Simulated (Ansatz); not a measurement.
Geometry optimisation, Ansatz 0.2.0, RKS r2SCAN/cc-pVDZ.

Input:

```yaml
crystal:
  periodic: [false, false, false]
  atoms:
    - { symbol: B, position_ang: [-0.050773, 0.493958, -0.4529] }
    - { symbol: "N", position_ang: [0.136439, 0.107296, 2.267203] }
    - { symbol: H, position_ang: [-0.815894, -0.25243, 2.393277] }
    - { symbol: H, position_ang: [0.459853, 0.331792, 3.214135] }
    - { symbol: "N", position_ang: [1.128041, 0.056312, -1.089831] }
    - { symbol: H, position_ang: [1.273208, -0.898236, -1.39941] }
    - { symbol: H, position_ang: [1.99484, 0.566326, -0.98104] }
    - { symbol: O, position_ang: [-1.227511, -0.220013, -0.425139] }
    - { symbol: H, position_ang: [-1.138403, -1.094705, -0.830623] }
    - { symbol: H, position_ang: [-0.083167, 1.590159, 0.028678] }
    - { symbol: H, position_ang: [-0.023434, 1.028341, 1.80955] }
basis:
  gaussian: { orbitals: cc-pVDZ }
hamiltonian:
  xc: r2scan
relax:
  f_tol: 0.03
  max_steps: 50
```

Command:

```bash
$ ansatz run input.yaml --threads 2 --pin off --max-ram 3072MiB --backend cpu --events-out ev --progress --plain --runs-dir out
```

**Question.** Where does it end, and by what steps?

**Answer.** It converged. After 12 steps the energy has fallen by 0.105 eV; H11 moved furthest, 0.87 Å.

```csv
step,energy less start (eV),largest force component (eV/Å),accepted
0,0.0000,0.604,yes
1,-0.0633,0.166,yes
2,-0.0687,0.461,yes
3,-0.0787,0.250,yes
4,-0.0787,0.659,yes
5,-0.0898,0.393,yes
6,-0.0986,0.307,yes
7,-0.1006,0.244,yes
8,-0.1040,0.094,yes
9,-0.1044,0.045,yes
10,-0.1048,0.035,yes
11,-0.1049,0.033,yes
12,-0.1050,0.024,yes
```

```xyz
11
Properties=species:S:1:pos:R:3
B -0.032 0.509 -0.623
N 0.173 0.258 2.478
H -0.664 -0.004 1.947
H 0.039 -0.164 3.402
N 1.121 0.008 -1.253
H 1.291 -0.974 -1.434
H 1.943 0.583 -1.383
O -1.142 -0.260 -0.329
H -1.014 -1.191 -0.559
H -0.111 1.683 -0.356
H 0.048 1.262 2.642
```

Run time: 25 s on 2 threads of Arm Neoverse V2 (shared host), peak memory 0.14 GiB.
